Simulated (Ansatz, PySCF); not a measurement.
FH6NOSi2, SMILES N[Si@@](O)(F)[SiH3].

Geometry optimised at PBE-D3(BJ)/def2-SVP. The structure was generated by enumeration; whether it is a known compound was not checked. One conformer was computed; it need not be the lowest.

Vertical ionisation energy (IE) and electron affinity (EA) in eV. Rows of orbital energies are one-electron estimates. Where ΔSCF, EOM or ADC give a negative EA the extra electron is unbound and the value depends on the basis.

| level | IE | EA |
|---|---|---|
| −ε(HOMO), −ε(LUMO), B3LYP/def2-TZVP (PySCF) | 7.76 | 0.23 |
| −ε(HOMO), −ε(LUMO), PBE/def2-TZVP (PySCF) | 6.55 | 0.87 |
| ΔSCF, PBE0/def2-SVPD (Ansatz), final states of multiplicity 2 and 2 | 10.08 | -1.15 |
| ΔSCF, PBE/def2-SVPD (Ansatz), final states of multiplicity 2 and 2 | 9.67 | -0.93 |

**Question.** What vertical singlet–triplet gap does ΔSCF give with PBE0/def2-SVPD (Ansatz, a first-principles code) and with PBE/def2-SVPD (Ansatz)? (Estimate from the structure and the level; the computed values follow.)

**Answer.** 6.05 and 5.67 eV (triplet above singlet where positive).
